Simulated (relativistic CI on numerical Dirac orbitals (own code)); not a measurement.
**How well does a small relativistic CI reproduce Sb V?**

Computed by Dirac-Coulomb-Breit CI, KLI orbitals optimised for each configuration, a model potential for QED, valence Slater integrals scaled by 0.85, P86 correlation energy added to each configuration (own radial code, finite nucleus).

CI space (outside the closed core [Kr]): 4d¹⁰5s, 4d¹⁰5p, 4d¹⁰5d, 4d¹⁰5f, 4d¹⁰5g, 4d¹⁰6s, 4d⁹5s², 4d¹⁰4f, 4d¹⁰6p, 4d⁹5s4f, 4d¹⁰6d, 4d¹⁰7s, 4d¹⁰7p, 4d⁹5s5p, 4d¹⁰7d, 4d¹⁰8s, 4d¹⁰6f, 4d¹⁰9s, 4d⁹5s5d, 4d⁹5s6p, 4d⁹5s6s. Double excitations out of closed p, d and f shells are left out; levels of such configurations are missing from the list, as are those of other unlisted configurations, and high levels can miss mixing partners.

```csv
Configuration,Term (tabulated),J,Measured (cm⁻¹),Computed,Error,Purity (%)
4d¹⁰5s,2S,1/2,0.0,0,0,100
4d¹⁰5p,2P°,1/2,81566.0,79060,-2506,100
4d¹⁰5p,2P°,3/2,90553.0,87593,-2960,100
4d¹⁰5d,2D,3/2,201927.0,196855,-5072,100
4d¹⁰5d,2D,5/2,203043.0,197905,-5138,100
4d¹⁰6s,2S,1/2,224653.0,218079,-6574,100
4d¹⁰6p,2P°,3/2,257579.0,250521,-7058,100
```

Measured levels from Moore, Atomic Energy Levels, vol. III, NSRDS-NBS 35 (1971 reprint of NBS Circular 467, 1958); pairs were made by configuration, J and term (by order where the table uses no LS term), so strongly mixed levels may be paired wrongly. The analysis dates from before 1960. Some J values or terms of the table were assigned by a fit.

Mean error by configuration (cm⁻¹): 4d¹⁰5p -2733; 4d¹⁰5d -5105; 4d¹⁰6s -6574; 4d¹⁰6p -7058. Over the excited levels the mean absolute error is 4885 cm⁻¹ (6 of the 6 excited levels that our extract of the source holds in range could be paired), and the median relative error of those above 1,000 cm⁻¹ is 2.8 %.
